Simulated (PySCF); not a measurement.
H₄NSi, SMILES [NH][SiH3], multiplicity 2.

The structure is a stationary point at ωB97X-D3(BJ)/def2-TZVP. A frequency run showed that this geometry is not a minimum. The isomer is the one that the SMILES or the coordinates give; other isomers of the formula were not compared.

These are SMD-ωB97X/def2-SVP in PySCF values and carry that method's errors.

Solvation free energies are E(SMD) − E(gas) at the gas-phase geometry, for 1 M in both phases. In vacuum the dipole moment is 1.46 D.

Computed solvation free energies in water, acetonitrile, 2-propanol:
```csv
solvent,ΔG(solv) (kcal/mol),its non-electrostatic (CDS) part,dipole (D)
water,-1.5,2.3,1.82
acetonitrile,-2.3,1.3,1.81
2-propanol,-2.6,0.9,1.79
```
